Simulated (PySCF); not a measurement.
H4P2, triplet, at a GFN2-xTB geometry (a higher spin typed on purpose: for a closed-shell molecule this is an excited state). Base run: MP2/6-31G** run with PySCF.

PySCF was given this input:
```python
from pyscf import gto, scf, mp

mol = gto.Mole()
mol.atom = '''
    P    -1.22513273   -0.18858373    0.40247436
    P     1.15923065    0.20673919   -0.32030056
    H    -1.60413451    1.03387345   -0.14579888
    H    -1.45834842   -0.84719140   -0.80534801
    H     1.54695439   -0.87997430    0.45161677
    H     2.50405968    0.42096026   -0.73307690
'''
mol.basis = '6-31g**'
mol.spin = 2
mol.verbose = 4
mol.build()

mf = scf.UHF(mol)
mf.kernel()

pt = mp.MP2(mf, frozen=10)
pt.kernel()
print('E(MP2) = %.10f' % pt.e_tot)
```

Variants of this job, named by their change:

| change | basis functions | E (Eh) | MP2 correlation (Eh) | SCF-reference HOMO (eV) | SCF-reference dipole (D) | core-seconds (rough) |
|---|---|---|---|---|---|---|
| base | 56 | -683.88568 | -0.20881 | -8.17 | 1.14 | 1 |
| basis = pcseg-0 | 34 | -682.88807 | -0.10375 | -8.11 | 1.67 | 0.6 |
| basis = 6-31G | 34 | -683.68441 | -0.10049 | -8.03 | 1.61 | 0.6 |
| basis = 6-31G* | 44 | -683.84818 | -0.18024 | -8.19 | 1.13 | 0.9 |
| basis = cc-pVDZ | 56 | -683.94257 | -0.22805 | -8.13 | 1.00 | 1 |
| basis = cc-pV(D+d)Z | 66 | -683.95280 | -0.22870 | -8.17 | 0.94 | 2 |
| basis = 6-311+G(2d,p) | 94 | -683.97990 | -0.24665 | -8.23 | 0.97 | 4 |
| basis = def2-TZVPD | 122 | -684.01776 | -0.27912 | -8.25 | 0.93 | 10 |
| basis = pcseg-2 | 124 | -684.01414 | -0.27870 | -8.23 | 1.03 | 10 |
| basis = cc-pVTZ | 124 | -684.03933 | -0.29267 | -8.22 | 0.93 | 10 |
| basis = pc-2 | 124 | -684.01599 | -0.27876 | -8.23 | 1.02 | 10 |
| basis = cc-pV(T+d)Z | 134 | -684.04386 | -0.29244 | -8.24 | 0.91 | 20 |
| basis = def2-TZVPP | 140 | -684.03184 | -0.29299 | -8.24 | 0.92 | 20 |

Totals compare only among sets that treat the same electrons; sets with core potentials leave the core out.

Open shells are given as the SCF converged; they aren't shown to be the lowest states, and a large step between rows can be another state.
